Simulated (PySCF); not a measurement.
CH4Cl2SSi, SMILES S[Si](Cl)(Cl)C. Geometry: PBE0-D3(BJ)/def2-SVP. Other conformers were not sampled.

Computed equilibrium geometry at PBE0-D3(BJ)/def2-SVP (PySCF confirms it by a frequency run) as a Z-matrix (one conformer of several):
```
Si
C 1 1.8535
H 2 1.1000 1 109.94
H 2 1.1004 3 109.12 1 120.75
H 2 1.1007 3 108.86 4 118.21
Cl 1 2.0578 2 110.06 3 59.73
Cl 1 2.0655 2 108.23 3 178.56
S 1 2.1303 2 114.18 3 -57.61
H 8 1.3527 1 93.53 2 -62.31
```
Charge 0, spin multiplicity 1.
